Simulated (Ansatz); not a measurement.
NbO3H (the lowest singlet isomer of a short search) was relaxed with B3LYP-D4 (def2-TZVP) in Ansatz in these states: charge +1 doublet, neutral singlet. The geometries follow in no particular order.

In the def2 sets Nb takes a core potential; there is no spin–orbit coupling.

A:

```xyz
5

Nb    0.5594    0.2810   -0.3811
O    -0.2478    1.7995   -0.5085
O     1.8438    0.4375    0.7608
O    -0.6046   -1.2129   -0.0026
H    -1.5509   -1.3050    0.1313
```

B:

```xyz
5

Nb   -0.587    0.579    0.019
O     0.658    1.621   -0.483
O    -1.100    0.015   -1.648
O     0.124   -0.847    0.936
H     0.905   -1.368    1.175
```

**Question.** Judge from the bond lengths which geometry belongs to which state (an estimate).

**Answer.** A is the neutral singlet (Nb1–O3 1.726 Å, Nb1–O4 1.931 Å, Nb1–O2 1.724 Å); B is the charge +1 doublet (Nb1–O3 1.833 Å, Nb1–O4 1.839 Å, Nb1–O2 1.698 Å).
